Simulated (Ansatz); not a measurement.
A CCSD(T) single point on CH₉BO₂Si₂ (`CB(O[SiH3])O[SiH3]`).

```yaml
crystal:
  periodic: [false, false, false]
  atoms:
    - {symbol: C, position_ang: [-2.213087, -0.348189, -1.088671]}
    - {symbol: B, position_ang: [-0.822389, -0.104010, -0.408628]}
    - {symbol: O, position_ang: [0.311968, -0.165596, -1.166368]}
    - {symbol: Si, position_ang: [1.945863, -0.254451, -1.044413]}
    - {symbol: O, position_ang: [-0.769363, 0.139538, 0.933922]}
    - {symbol: Si, position_ang: [0.254376, 0.616389, 2.124047]}
    - {symbol: H, position_ang: [-3.020205, 0.183918, -0.582782]}
    - {symbol: H, position_ang: [-2.453791, -1.416406, -1.030111]}
    - {symbol: H, position_ang: [-2.207018, -0.083601, -2.147074]}
    - {symbol: H, position_ang: [2.535604, 1.101428, -1.168330]}
    - {symbol: H, position_ang: [2.434717, -1.116245, -2.147239]}
    - {symbol: H, position_ang: [2.345068, -0.850625, 0.258930]}
    - {symbol: H, position_ang: [0.806060, -0.571528, 2.821311]}
    - {symbol: H, position_ang: [-0.518916, 1.444342, 3.080247]}
    - {symbol: H, position_ang: [1.371094, 1.425035, 1.565169]}
basis:
  gaussian: {orbitals: def2-TZVPP}
correlation: {method: ccsd_t}
```

```sh
$ ansatz run in.yaml --threads 2 --pin off --events-out ev --progress --plain --max-ram 32768MiB --backend cuda --devices 0, --max-vram 18GiB
```

Output of Ansatz, abridged:

```
Functional definition: HF
1950 factors; integrals over basis functions are off by at most 1.4e-3 eV
mean field evaluation 1: about -21646.1478 eV, gradient 5.1e1 eV
mean field evaluation 2: about -21646.4674 eV, gradient 5.2e1 eV
mean field evaluation 4: about -21652.1182 eV, gradient 4.8e0 eV
mean field evaluation 8: about -21652.2084 eV, gradient 2.5e-1 eV
mean field -21652.20871841 eV, -795.7039940072 hartree, gradient 6.6e-6 eV, S^2 0.000000; 0 other end points of the search recorded, 0 dependent functions left out
14 core orbitals not correlated: weight in the atoms' cores, before any rotation towards them, 1.000 or more for the frozen orbitals, at most 0.000 for the correlated occupied ones
reference -21652.20871841 eV, -795.7039940072 hartree; 18, 18 occupied and 302, 302 virtual orbitals, 1950 factors
second order -26.90304770 eV of doubles, -0.00000000 eV of singles
cycle   1  -27.69253549 eV  change   -7.9e-1 eV  update   1.2e-1
cycle   2  -28.41516934 eV  change   -7.2e-1 eV  update   3.4e-2
cycle   3  -28.57320081 eV  change   -1.6e-1 eV  update   1.8e-2
cycle   4  -28.55585063 eV  change    1.7e-2 eV  update   3.8e-3
cycle   5  -28.55499414 eV  change    8.6e-4 eV  update   1.7e-3
cycle   6  -28.55557988 eV  change   -5.9e-4 eV  update   4.7e-4
cycle   7  -28.55530612 eV  change    2.7e-4 eV  update   1.8e-4
cycle   8  -28.55527277 eV  change    3.3e-5 eV  update   5.3e-5
cycle   9  -28.55530477 eV  change   -3.2e-5 eV  update   1.9e-5
perturbative correction -1.00696339 eV, -0.0370052220 hartree
Total energy: -21681.77098656 eV, -796.7903873239 hartree
```

It took 14 s on 2 threads of an AMD EPYC 7R13 on a shared host and a share of an NVIDIA H100 80 GB, with 0.85 GiB of host memory at the peak.

MP2 recovers 91.0 % of the CCSD(T) correlation energy and the triples give 3.4 %; T1 = 0.0121.
